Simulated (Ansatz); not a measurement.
# AlH3O2Zn: structure from calculated spectroscopic constants

These gas-phase data were calculated for one isomer of AlH3O2Zn at B3LYP/6-31G* (harmonic, unscaled wavenumbers; equilibrium rotational constants with average atomic masses):

- rotational constants: 30.64, 1.22, 1.173 GHz
- all wavenumbers above 1500 cm⁻¹: 3827, 1978, 1958
- dipole moment: 1.92 D (PBE0/def2-TZVPD)

Candidates:

(1) `[OH][Al]([OH])[ZnH]`, a singlet
(2) `[OH][AlH][O][ZnH]`, a singlet

Question: Assign the data to one candidate and say why.

Answer: Candidate (2). 1 mode lies between 3300 and 4000 cm⁻¹, one for each O–H bond, while (1) has 2.

The same quantities for all candidates:

|  | rotational constants (GHz) | wavenumbers above 1500 cm⁻¹ | dipole (D) | E above the lowest, B3LYP/6-31G* (kcal/mol) |
| --- | --- | --- | --- | --- |
| (1) | 6.834, 1.702, 1.363 | 3837, 3803, 1779 | 1.51 | 20.3 |
| (2) | 30.64, 1.22, 1.173 | 3827, 1978, 1958 | 1.92 | 0.0 |

Harmonic stretches to hydrogen usually lie a few per cent above observed fundamentals. Each candidate is one conformer. Programs: Ansatz 0.2.0.
